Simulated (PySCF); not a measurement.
Compound: C6H14PS (charge +1).
SMILES with atom numbers: `[CH3:1][P+:2]1([CH3:3])[CH2:4][CH2:5][S:6][CH2:7][CH2:8]1` (hydrogens: H9, H10, H11 on C1; H12, H13, H14 on C3; H15, H16 on C4; H17, H18 on C5; H19, H20 on C7; H21, H22 on C8)

The same species was optimised twice, with GFN2-xTB and with PBE0-D3(BJ)/def2-SVP (PySCF), and the same property calculations (PySCF, gas phase) were run on both structures.

```
  coordinate  GFN2-xTB  PBE0-D3(BJ)/def2-SVP  change
   S6–C7 (Å)     1.823                 1.811  -0.012
   C5–S6 (Å)     1.823                 1.811  -0.012
   P2–C4 (Å)     1.822                 1.812  -0.010
   P2–C8 (Å)     1.822                 1.813  -0.009
   C1–P2 (Å)     1.805                 1.796  -0.009
   P2–C3 (Å)     1.808                 1.800  -0.008
   C7–C8 (Å)     1.526                 1.529  +0.003
   C4–C5 (Å)     1.526                 1.529  +0.003
S6–C7–C8 (°)     111.4                 113.7    +2.3
C4–C5–S6 (°)     111.5                 113.6    +2.1
P2–C4–C5 (°)     111.6                 112.6    +1.0
C1–P2–C8 (°)     109.3                 110.3    +1.0
P2–C8–C7 (°)     111.7                 112.5    +0.8
C5–S6–C7 (°)      98.5                  99.3    +0.8
C4–P2–C8 (°)     108.6                 107.9    -0.7
C3–P2–C8 (°)     110.0                 109.5    -0.5
```

Rotational constants: A = 2325, B = 1047, C = 957.0 MHz (GFN2-xTB) against A = 2353, B = 1038, C = 947.8 MHz (PBE0-D3(BJ)/def2-SVP). Point groups within 0.08 Å: Cs and Cs.

On the GFN2-xTB structure: HOMO (eV) -10.45 [PBE0/pcSseg-1]; LUMO (eV) -3.41 [PBE0/pcSseg-1]; GIAO shielding of C1/C3 (mean) (ppm) 177.3 [PBE0/pcSseg-1]; GIAO shielding of P2 (ppm) 318.3 [PBE0/pcSseg-1]; GIAO shielding of C4/C8 (mean) (ppm) 157.8 [PBE0/pcSseg-1]; GIAO shielding of C5/C7 (mean) (ppm) 155.5 [PBE0/pcSseg-1]; GIAO shielding of S6 (ppm) 455.5 [PBE0/pcSseg-1].

**Question.** What do these properties become on the PBE0-D3(BJ)/def2-SVP structure?

**Answer.** 
```
                                    property          level  on GFN2-xTB  on PBE0-D3(BJ)/def2-SVP  change
                                   HOMO (eV)  PBE0/pcSseg-1       -10.45                   -10.46   -0.01
                                   LUMO (eV)  PBE0/pcSseg-1        -3.41                    -3.36   +0.05
energy, GFN2-xTB geometry as zero (kcal/mol)  PBE0/pcSseg-1          0.0                     -0.8    -0.8
        GIAO shielding of C1/C3 (mean) (ppm)  PBE0/pcSseg-1        177.3                    176.4    -0.9
                  GIAO shielding of P2 (ppm)  PBE0/pcSseg-1        318.3                    321.4    +3.1
        GIAO shielding of C4/C8 (mean) (ppm)  PBE0/pcSseg-1        157.8                    159.4    +1.6
        GIAO shielding of C5/C7 (mean) (ppm)  PBE0/pcSseg-1        155.5                    156.9    +1.4
                  GIAO shielding of S6 (ppm)  PBE0/pcSseg-1        455.5                    479.9   +24.4
```

The heavy atoms differ by 0.032 Å rms after alignment. Among bonds between heavy atoms C5–S6 and S6–C7 change most and about equally (-0.012 Å). Changes are differences of the printed values. Neither structure is proved a minimum here. Geometry: PBE0-D3(BJ)/def2-SVP, one conformer, isolated ion.
